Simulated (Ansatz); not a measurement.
A nudged elastic band was laid between two geometries of C4H11B (16 atoms, charge 0, multiplicity 1).

All numbers below come from RKS PBE0-D4/def2-mTZVP (Ansatz).

```
movable images  : 5
climbing image  : yes
spring          : 5.0 eV/Å²
optimiser       : fire
start path      : through a guess of the saddle point
force threshold : 0.05 eV/Å
iteration limit : 60
end points      : relaxed
largest step    : 0.02 Å
```

Initial state:

```xyz
16
Properties=species:S:1:pos:R:3
B 0.449 -0.131 -0.278
C -0.092 0.989 0.685
C -1.538 0.632 1.065
H -1.592 -0.327 1.589
C 0.179 -0.031 -1.821
C 1.275 -1.328 0.312
H -0.095 1.974 0.204
H 0.500 1.075 1.603
H -2.181 0.559 0.183
H -1.973 1.386 1.725
H -0.614 0.668 -2.100
H -0.013 -0.996 -2.301
H 1.100 0.348 -2.290
H 1.291 -2.232 -0.303
H 0.983 -1.596 1.333
H 2.320 -0.989 0.392
```

Final state:

```xyz
16
Properties=species:S:1:pos:R:3
B -0.113 -0.859 -0.379
C -0.131 1.661 0.947
C -1.325 1.116 1.144
H -1.201 -1.272 -0.074
C 0.045 -0.185 -1.787
C 1.116 -1.332 0.473
H 0.076 2.287 0.086
H 0.687 1.509 1.643
H -2.146 1.272 0.453
H -1.534 0.496 2.009
H -0.796 0.452 -2.073
H 0.055 -1.001 -2.526
H 0.976 0.371 -1.928
H 1.347 -2.357 0.145
H 0.914 -1.409 1.544
H 2.029 -0.748 0.324
```

Q: Which bonds break or form, and what moves?

A: Bonds broken: B1–C2, C3–H4. Bonds formed: B1–H4. C4H11B becomes C2H4 + C2H7B.

Q: Give the energies along the band, and the barrier.

A: The run converged. The highest image is number 4 of 0 to 6, 37.0 kcal/mol above the first end and 0.4 kcal/mol above the last; the last end lies 36.6 kcal/mol above the first. The order of the stationary point at the top wasn't checked. The orbitals stay closed-shell, which can raise the energy where a bond breaks towards radicals; this wasn't checked here.

```
image  path coordinate (Å)  energy (kcal/mol)  B1–C2 (Å)  C3–H4 (Å)  B1–H4 (Å)
    0                 0.00                0.0       1.57       1.09       2.77
    1                 0.83                1.1       1.57       1.10       2.47
    2                 1.67                3.7       1.56       1.10       2.14
    3                 2.52               23.3       1.63       1.32       1.48
    4                 3.37               37.0       2.25       2.22       1.21
    5                 3.79               36.8       2.58       2.44       1.20
    6                 4.21               36.6       2.85       2.68       1.20
```

Q: What is the geometry of the highest image?

A: 
```xyz
16
Properties=species:S:1:pos:R:3:forces:R:3
B -0.145 -0.560 -0.217 -0.01 0.00 0.00
C -0.056 1.426 0.829 0.01 -0.02 -0.02
C -1.279 0.910 1.010 0.01 0.00 0.00
H -1.213 -1.076 0.031 0.00 -0.01 0.00
C 0.009 -0.055 -1.716 -0.01 0.01 0.01
C 1.087 -1.226 0.536 -0.01 0.01 0.01
H 0.165 2.080 -0.005 0.01 -0.03 -0.02
H 0.731 1.279 1.557 0.01 -0.02 -0.02
H -2.094 1.121 0.329 0.00 0.00 0.00
H -1.526 0.328 1.889 0.01 0.01 0.00
H -0.779 0.624 -2.055 -0.01 0.00 0.01
H -0.066 -0.940 -2.361 0.01 0.01 0.00
H 0.976 0.408 -1.940 -0.01 0.03 0.02
H 1.184 -2.246 0.140 0.01 0.01 0.01
H 0.958 -1.338 1.617 -0.02 0.00 0.01
H 2.048 -0.734 0.357 -0.01 0.02 0.02
```

The band took 60 iterations and of the order of 60 core-minutes.

The run took 16 min on 4 threads of Arm Neoverse N1, with other jobs on the host, peak memory 0.33 GiB.
